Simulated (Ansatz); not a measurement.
LiS+, multiplicity 3 (lowest of 2S+1 = 1, 3, 5 at CCSD(T)/def2-TZVPP on PBE0 minima; our sources give no spin for the ground state, which may be another), most abundant isotopes (7.0160 and 31.9721 u). Constants from fifth-degree fits in 1/R to seven points on the lowest solution found; no spin–orbit coupling, no relativity up to Kr; ω_e x_e and α_e move by some per cent with the fit.

Cores are frozen in the correlated methods. CBS(a, b) extrapolates the correlation energy as X⁻³ and adds the Hartree–Fock energy of set b.

Run with Ansatz (a program for electronic structure). Values without a source in brackets are computed.

```
level                                          r_e (Å)  ω_e (cm⁻¹)  ω_e x_e (cm⁻¹)  α_e (cm⁻¹)
---------------------------------------------  -------  ----------  --------------  ----------
PBE/def2-TZVPP                                  2.4668       340.1            5.66     0.00993
CCSD(T)/CBS(aug-cc-pV(T+d)Z, aug-cc-pV(Q+d)Z)   2.4858       336.6            4.96     0.00928
```

Derive the rotational constants, the centrifugal constant, the fundamental, the zero-point energy and the force constant.


μ = 5.75346 u.
- PBE/def2-TZVPP: B_e = 16.8576/(μ r_e²) = 0.48152 cm⁻¹; B₀ = B_e − α_e/2 = 0.47655 cm⁻¹; D = 4B_e³/ω_e² = 3.86e-06 cm⁻¹; fundamental ω_e − 2ω_e x_e = 329 cm⁻¹; zero-point energy ω_e/2 − ω_e x_e/4 = 169 cm⁻¹; k = μ(2πcω_e)² = 39.2 N/m
- CCSD(T)/CBS(aug-cc-pV(T+d)Z, aug-cc-pV(Q+d)Z): B_e = 16.8576/(μ r_e²) = 0.47417 cm⁻¹; B₀ = B_e − α_e/2 = 0.46953 cm⁻¹; D = 4B_e³/ω_e² = 3.76e-06 cm⁻¹; fundamental ω_e − 2ω_e x_e = 327 cm⁻¹; zero-point energy ω_e/2 − ω_e x_e/4 = 167 cm⁻¹; k = μ(2πcω_e)² = 38.4 N/m
